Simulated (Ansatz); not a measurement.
Consider the atomization: `CCO[CH]([GaH2])O[SiH3]` → 3 C• + Ga• + 11 H• + 2 O• + Si•.

Isolated molecules relaxed with PBE0-D4/def2-TZVP in Ansatz; ΔE leaves out vibrations. CBS: MP2 limit from def2 TZ/QZ plus the TZ coupled-cluster correction, frozen cores. This one scheme is used for every species, atoms too. DFT in def2-TZVPP. No spin–orbit coupling; open shells (•) take unrestricted orbitals. Spin–orbit coupling would lower the free atoms: a little for C, O, Si; clearly for Ga. For Ga outer-core shells are correlated without core-valence functions, so the limit isn't a true one: a few kJ/mol of doubt a bond, and 10 to 20 or more in all where bonds break to atoms. Scalar relativity is left out up to krypton. One conformer a species, not always the lowest.

`CCO[CH]([GaH2])O[SiH3]`:

Z-matrix (Å, degrees):
```
C
C 1 1.512
H 1 1.093 2 110.2
H 1 1.092 2 110.5 3 119.9
H 1 1.093 2 111.6 3 -119.5
O 2 1.425 1 111.9 3 -177.8
H 2 1.095 1 111.3 3 59.1
H 2 1.092 1 110.4 3 -60.4
C 6 1.390 2 114.8 1 -84.5
Ga 9 2.030 6 108.9 2 169.1
O 9 1.442 6 110.8 2 -71.3
H 9 1.098 6 110.9 2 43.9
H 10 1.573 9 116.4 6 -174.5
H 10 1.567 9 120.9 6 -3.2
Si 11 1.635 9 114.9 6 -77.7
H 15 1.525 11 105.4 9 -32.8
H 15 1.479 11 110.0 9 -149.8
H 15 1.482 11 115.4 9 84.0
```

```
         level  ΔE (kJ/mol)
    r2SCAN0-D4       6244.4
       r2SCANh       6285.8
 CCSD/def2-SVP       5933.3
MP2/def2-QZVPP       6346.2
```

(1) What does CCSD(T)/CBS give? (An estimate is asked.)

Largest T1 diagnostic among the species: 0.013.

## Answers

(1) Ansatz gave: +6334.1 kJ/mol. The listed levels differ from it by -89.7, -48.3, -400.8, 12.1 kJ/mol.

Leaving LDA and LC-ωPBE aside and taking each functional with its dispersion term where it has one, the values, not all of them listed here, spread over 261.3 kJ/mol, from BHLYP-D4 to PBE-D4. LDA lies +888.2 kJ/mol from PBE without D4, its usual overbinding. In def2-TZVPP, CCSD(T) changes the Hartree–Fock value by +1611.7 kJ/mol (the triples alone add +89.1 kJ/mol) and MP2 by +1684.2 kJ/mol; breaking electron pairs costs correlation energy, which Hartree–Fock lacks. From PBE to PBE0 (25 % exact exchange), in def2-TZVPP and without D4, ΔE moves by −91.0 kJ/mol: exact exchange takes away binding that semilocal exchange gives to molecules.

For atomizations the MP2-based limit and the directly extrapolated one differ by several kJ/mol either way, and by 10 to 25 for some Ge, Se and Sn compounds, so smaller differences from it don't rank the levels.
